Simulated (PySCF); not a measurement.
O2Se, SMILES O=[Se]=O. Coordinates come from a PBE0-D3(BJ)/def2-TZVP optimisation.

PySCF 2.14.0 with TDDFT-CAM-B3LYP/def2-SVPD puts the lowest singlet excitations at 3.22, 3.35, 5.02, 6.78, 6.94, 7.54 eV.

Q: What are the lowest excitation roots from PySCF with ADC(2)/aug-cc-pVDZ? (Estimate from the structure and the level; the computed values follow.)

A: 3.01, 3.03, 4.68, 6.75, 6.79, 6.80 eV. S1 differs by -0.20 eV (second minus first; roots are paired by order, and the bases may differ).
